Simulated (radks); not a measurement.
The numbers below are computed, except where a source is named.
Ti+, configuration [Ar] 3d2 4s1 (the NIST ground configuration).

Code: a radial shooting solver on a logarithmic mesh with Libxc functionals. Model: non-relativistic Kohn-Sham, PBEsol, spin-unpolarised, spherical densities, point nucleus.

Energy parts (eV):
| part | energy |
|---|---|
| total | -23071.450 |
| kinetic | 23048.056 |
| electron-nucleus | -54527.603 |
| Hartree | 9510.951 |
| exchange-correlation | -1102.854 |

Orbitals (lengths in bohr, moments of r in powers of bohr; r(max) is where P^2 peaks; r(90%) holds 90 % of the orbital's charge):
orbital  occ.  eigenvalue (eV)  r(90%)     <r^2>   r(max)
1s          2        -4838.058   0.125  0.006618  0.04617
2s          2        -537.4435   0.509    0.1271   0.2715
2p          6        -450.3364   0.478    0.1045   0.2205
3s          2         -68.8982    1.52     1.189   0.8761
3p          6         -45.9783    1.68     1.397   0.9043
3d          2         -11.5281    2.63     2.982   0.9745
4s          1         -10.2707    4.73     11.65    2.771

The highest occupied level is 4s at -10.271 eV. The electron density at the nucleus is 7124 e/bohr^3. Virial ratio -V/T = 2.00102.
